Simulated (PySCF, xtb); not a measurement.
In(Br)(Me)(OH) (CH4BrInO), SMILES [In]([OH])([Br])[CH3].

GFN2-xTB run with xtb at its own geometry gives an orbital gap of 3.15 eV and a dipole moment of 4.54 D.

Geometry: B3LYP-D3(BJ)/def2-SVP. The def2 effective core potentials stand for the cores of In; spin–orbit coupling is left out. Other conformers were not sampled.

Task: What does PBE/def2-TZVP (PySCF) give? (An estimate is asked for; the answer gives what the named calculation found.)

Result: gap 4.27 eV (levels -6.70 and -2.43 eV), dipole 2.22 D.
